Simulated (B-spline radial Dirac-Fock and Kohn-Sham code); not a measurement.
# Pm⁺: eigenvalues, ΔSCF and the reference

System: promethium as Pm⁺, [Xe] 4f5 6s1.

The density-functional columns are spherical, spin-unpolarised Dirac-Kohn-Sham results without Breit or QED terms: −ε is minus the orbital energy of the initial state and ΔSCF the difference of two total energies. The reference in the last column comes from Dirac-Fock (average of configuration) total-energy differences with a finite nucleus, the Breit interaction including its frequency dependence, and self-energy and vacuum-polarisation corrections. All numbers are from a radial finite-basis atomic code, in eV; a selection of levels is shown. For the 1s level of heavy atoms much of the gap between ΔSCF and the reference is the Breit and QED part, -184.1 eV here; for other levels the error of the functional can be larger.

```
     level   LDA −ε  LDA ΔSCF   PBE −ε  PBE ΔSCF  Dirac-Fock
    K (1s)  44936.4   45365.7  44980.5   45411.2     45193.7
   L1 (2s)   7309.2    7385.8   7315.1    7391.5      7444.1
L2 (2p1/2)   6925.4    7022.6   6927.9    7025.0      7024.5
L3 (2p3/2)   6365.8    6454.0   6367.6    6455.7      6470.9
   M1 (3s)   1598.1    1620.9   1599.8    1622.5      1663.8
M2 (3p1/2)   1433.0    1457.2   1433.7    1457.8      1484.6
M3 (3p3/2)   1320.6    1343.3   1321.1    1343.6      1371.3
M4 (3d3/2)   1032.5    1059.1   1032.4    1058.9      1063.6
M5 (3d5/2)   1008.1    1034.2   1008.0    1034.0      1039.7
   N1 (4s)    322.1     331.9    322.9     332.6       352.0
N2 (4p1/2)    259.3     269.0    259.7     269.3       282.3
N3 (4p3/2)    234.6     244.0    235.1     244.5       257.8
N4 (4d3/2)    131.1     140.2    131.2     140.1       141.8
N5 (4d5/2)    126.8     135.7    126.8     135.7       137.5
 N6,7 (4f)     8.42     15.76     8.14     15.46       11.66
O2 (5p1/2)    31.21     36.89    31.01     36.66       35.23
O3 (5p3/2)    27.88     33.36    27.73     33.19       31.93
   P1 (6s)     8.56     11.14     8.31     10.94       10.12
```

Problem. Order the estimates of the K (1s) level by their distance from the Dirac-Fock value, nearest first.
A. LDA ΔSCF
B. LDA −ε
C. PBE −ε
D. PBE ΔSCF

Solution. A (172.0 eV), C (213.2 eV), D (217.4 eV), B (257.3 eV).

For the outermost level NIST gives 10.938 ± 0.02 eV (semi-empirical); the differences from it are LDA −ε -2.38, LDA ΔSCF +0.20, PBE −ε -2.63, PBE ΔSCF 0.00, Dirac-Fock -0.82 eV.

Values without a named source are computed, but for edge energies of neutral atoms, which are taken from tables.
